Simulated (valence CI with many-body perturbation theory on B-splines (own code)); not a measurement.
**Te XXXVIII: electric-dipole lines**

Calculated by relativistic CI+MBPT: five valence electrons over a frozen Dirac-Fock core [Ne], a basis of 11 s, 11 p, 10 d, 8 f, 5 g, 2 h functions for each j, with the one-electron correlation potential Σ1 (screened to all orders), the two-electron term Σ2, the three-electron term Σ3, Breit, model QED; selected single and double excitations, second order for the rest, scaled by the run's own slope (own B-spline code, finite nucleus).

No measured spectrum was set against this ion. As an estimate, large intervals hold to a few tenths of a per cent, small ones and those within an open d or f shell to about a per cent. Among the levels kept, up to 4700 cm⁻¹ of a level comes from second order outside the variational space, and about a tenth of that is noise between levels of different J, which matters for small intervals.

Lines 51 to 100 of 570 in falling wavelength, among levels below 497.38 eV, chosen from the strongest by gf and those to the six lowest levels. Wavelengths and rates use the calculated energies. Electric multipoles are in the length gauge, E1 and E2 with the static RPA response of the core. Weak lines are less certain than strong ones. Lines between different terms over intervals too small for the method are left out, as are lines whose strength nearly cancels. Where a level lies close to another of its J and parity, the split of strength between their lines is uncertain. The highest levels of a list are the least certain.

Levels are named by their leading jj configuration (3d3/2^4 stands for four electrons in 3d with j = 3/2), which in mixed levels can hold well under half, so a name can repeat and another be missing. Letters in brackets count levels of one name in rising energy.

```csv
λ vac (nm),Upper,Lower,A (s⁻¹),S (a.u.) with core polarisation,S without
8.472,(3s^2 3p1/2 3p3/2 3d5/2) J=3/2 [a],(3s^2 3p1/2 3p3/2^2) J=5/2,2.33e+08,2.80e-04,2.87e-04
8.428,(3s 3p1/2^2 3d5/2^2) J=7/2,(3s 3p1/2^2 3p3/2 3d5/2) J=5/2 [b],1.29e+10,3.04e-02,3.09e-02
8.363,(3s 3p1/2^2 3d3/2 3d5/2) J=7/2 [b],(3s 3p1/2^2 3p3/2 3d5/2) J=7/2 [a],1.21e+10,2.81e-02,2.86e-02
8.353,(3s^2 3p3/2 3d5/2^2) J=7/2,(3s^2 3p3/2^2 3d5/2) J=5/2 [a],1.43e+10,3.28e-02,3.34e-02
8.176,(3s^2 3p1/2 3p3/2 3d5/2) J=7/2 [a],(3s^2 3p1/2 3p3/2^2) J=5/2,1.82e+08,3.93e-04,4.00e-04
8.166,(3s^2 3p3/2^2 3d5/2) J=1/2,(3s^2 3p3/2^3) J=3/2,3.25e+08,1.75e-04,1.80e-04
8.079,(3s 3p1/2^2 3p3/2^2) J=5/2,(3s^2 3p1/2^2 3p3/2) J=3/2,1.68e+08,2.62e-04,2.72e-04
8.045,(3s^2 3p1/2 3p3/2 3d5/2) J=3/2 [a],(3s^2 3p1/2 3p3/2^2) J=3/2,1.47e+09,1.52e-03,1.56e-03
8.010,(3s^2 3p3/2^2 3d3/2) J=5/2,(3s^2 3p3/2^3) J=3/2,4.21e+09,6.41e-03,6.54e-03
7.975,(3s 3p1/2^2 3p3/2 3d3/2) J=5/2 [a],(3s^2 3p1/2^2 3d3/2) J=3/2,1.88e+08,2.82e-04,2.88e-04
7.973,(3s^2 3p3/2^2 3d3/2) J=1/2,(3s^2 3p3/2^3) J=3/2,3.13e+09,1.57e-03,1.61e-03
7.970,(3s^2 3p1/2 3p3/2 3d3/2) J=1/2 [b],(3s^2 3p1/2 3p3/2^2) J=1/2,1.54e+09,7.68e-04,7.88e-04
7.960,(3s^2 3p3/2 3d3/2 3d5/2) J=11/2,(3s^2 3p3/2^2 3d5/2) J=9/2,1.17e+10,3.48e-02,3.55e-02
7.955,(3s 3p1/2 3p3/2^2 3d5/2) J=9/2 [a],(3s^2 3p1/2 3p3/2 3d5/2) J=7/2 [a],3.94e+10,9.78e-02,9.98e-02
7.917,(3s 3p1/2^2 3p3/2 3d3/2) J=3/2 [a],(3s^2 3p1/2^2 3d3/2) J=3/2,1.09e+09,1.06e-03,1.09e-03
7.914,(3s^2 3p1/2 3p3/2 3d3/2) J=3/2 [b],(3s^2 3p1/2 3p3/2^2) J=1/2,2.82e+08,2.76e-04,2.81e-04
7.898,(3s 3p1/2^2 3p3/2 3d3/2) J=1/2 [a],(3s^2 3p1/2^2 3d3/2) J=3/2,4.19e+08,2.04e-04,2.08e-04
7.853,(3s^2 3p1/2 3d5/2^2) J=7/2,(3s^2 3p1/2 3p3/2 3d5/2) J=5/2 [c],1.06e+10,2.02e-02,2.06e-02
7.812,(3s 3p1/2^2 3d5/2^2) J=9/2,(3s 3p1/2^2 3p3/2 3d5/2) J=7/2 [a],2.98e+10,7.00e-02,7.13e-02
7.764,(3s 3p1/2 3p3/2^2 3d5/2) J=11/2,(3s^2 3p1/2 3p3/2 3d5/2) J=9/2,3.02e+10,8.37e-02,8.54e-02
7.712,(3s^2 3p3/2 3d3/2 3d5/2) J=9/2 [a],(3s^2 3p3/2^2 3d5/2) J=7/2,1.22e+10,2.77e-02,2.83e-02
7.700,(3s^2 3p1/2 3p3/2 3d5/2) J=5/2 [a],(3s^2 3p1/2 3p3/2^2) J=3/2,8.17e+08,1.10e-03,1.12e-03
7.675,(3s^2 3p1/2 3p3/2 3d3/2) J=5/2 [b],(3s^2 3p1/2 3p3/2^2) J=5/2,4.11e+08,5.50e-04,5.60e-04
7.657,(3s 3p1/2^2 3p3/2 3d5/2) J=7/2 [a],(3s^2 3p1/2^2 3d5/2) J=5/2,1.82e+10,3.23e-02,3.29e-02
7.634,(3s 3p1/2^2 3d5/2^2) J=7/2,(3s 3p1/2^2 3p3/2 3d5/2) J=7/2 [a],8.74e+09,1.54e-02,1.57e-02
7.612,(3s 3p1/2 3p3/2^2 3d5/2) J=5/2 [a],(3s 3p1/2 3p3/2^3) J=3/2 [a],1.29e+10,1.69e-02,1.72e-02
7.575,(3s 3p1/2^2 3d3/2 3d5/2) J=9/2,(3s 3p1/2^2 3p3/2 3d5/2) J=9/2,1.27e+10,2.72e-02,2.77e-02
7.537,(3s^2 3p1/2 3d5/2^2) J=9/2,(3s^2 3p1/2 3p3/2 3d5/2) J=7/2 [b],2.79e+10,5.90e-02,6.00e-02
7.493,(3s 3p3/2^3 3d5/2) J=9/2,(3s^2 3p3/2^2 3d5/2) J=9/2,1.07e+10,2.22e-02,2.27e-02
7.482,(3s^2 3p1/2 3p3/2 3d5/2) J=1/2 [a],(3s^2 3p1/2 3p3/2^2) J=1/2,6.75e+09,2.79e-03,2.84e-03
7.465,(3s^2 3p3/2 3d3/2 3d5/2) J=5/2 [e],(3s^2 3p3/2^2 3d5/2) J=3/2,1.63e+10,2.01e-02,2.05e-02
7.464,(3s^2 3p1/2 3d5/2^2) J=7/2,(3s^2 3p1/2 3p3/2 3d5/2) J=5/2 [b],9.71e+09,1.59e-02,1.62e-02
7.459,(3s^2 3p1/2 3p3/2 3d3/2) J=3/2 [b],(3s^2 3p1/2 3p3/2^2) J=5/2,1.57e+09,1.29e-03,1.32e-03
7.439,(3s 3p3/2^3 3d5/2) J=7/2 [c],(3s^2 3p3/2^2 3d5/2) J=5/2 [b],2.73e+10,4.44e-02,4.52e-02
7.416,(3s 3p1/2^2 3p3/2 3d5/2) J=1/2,(3s 3p1/2^2 3p3/2^2) J=1/2,5.05e+10,2.03e-02,2.07e-02
7.414,(3s 3p1/2^2 3d3/2 3d5/2) J=7/2 [a],(3s 3p1/2^2 3p3/2 3d3/2) J=5/2 [a],3.00e+10,4.82e-02,4.91e-02
7.379,(3s 3p1/2 3p3/2^2 3d3/2) J=5/2 [b],(3s^2 3p1/2 3p3/2 3d5/2) J=3/2 [a],1.28e+10,1.52e-02,1.55e-02
7.376,(3s^2 3p1/2 3d3/2 3d5/2) J=7/2,(3s^2 3p1/2 3p3/2 3d3/2) J=7/2,2.22e+10,3.52e-02,3.59e-02
7.370,(3s^2 3p3/2 3d3/2^2) J=3/2 [b],(3s^2 3p3/2^2 3d3/2) J=1/2,2.18e+10,1.72e-02,1.75e-02
7.361,(3s 3p3/2^3 3d5/2) J=9/2,(3s^2 3p3/2^2 3d5/2) J=7/2,8.33e+10,1.64e-01,1.67e-01
7.348,(3s^2 3p3/2^2 3d3/2) J=3/2 [b],(3s^2 3p3/2^3) J=3/2,1.29e+10,1.01e-02,1.03e-02
7.335,(3s 3p1/2^2 3d5/2^2) J=7/2,(3s 3p1/2^2 3p3/2 3d3/2) J=5/2 [b],1.42e+10,2.22e-02,2.26e-02
7.324,(3s^2 3p1/2 3p3/2 3d3/2) J=5/2 [b],(3s^2 3p1/2 3p3/2^2) J=3/2,2.31e+10,2.68e-02,2.73e-02
7.317,(3s 3p1/2^2 3p3/2 3d5/2) J=5/2 [b],(3s 3p1/2^2 3p3/2^2) J=3/2,7.50e+10,8.70e-02,8.86e-02
7.315,(3s 3p1/2^2 3d3/2 3d5/2) J=5/2 [c],(3s 3p1/2^2 3p3/2 3d5/2) J=3/2 [a],1.95e+10,2.26e-02,2.30e-02
7.295,(3s 3p1/2 3p3/2^2 3d3/2) J=5/2 [c],(3s^2 3p1/2 3p3/2 3d5/2) J=5/2 [a],1.32e+10,1.52e-02,1.54e-02
7.286,(3s 3p1/2 3p3/2^3) J=3/2 [a],(3s^2 3p1/2 3p3/2^2) J=5/2,5.33e+09,4.07e-03,4.16e-03
7.283,(3s^2 3p3/2 3d3/2 3d5/2) J=3/2 [c],(3s^2 3p3/2^2 3d3/2) J=3/2 [b],2.08e+10,1.59e-02,1.62e-02
7.280,(3s 3p1/2^2 3p3/2 3d3/2) J=3/2 [b],(3s^2 3p1/2^2 3d3/2) J=3/2,3.77e+10,2.87e-02,2.93e-02
7.269,(3s^2 3p3/2 3d5/2^2) J=5/2 [b],(3s^2 3p3/2^2 3d5/2) J=5/2 [a],1.20e+10,1.36e-02,1.39e-02
```
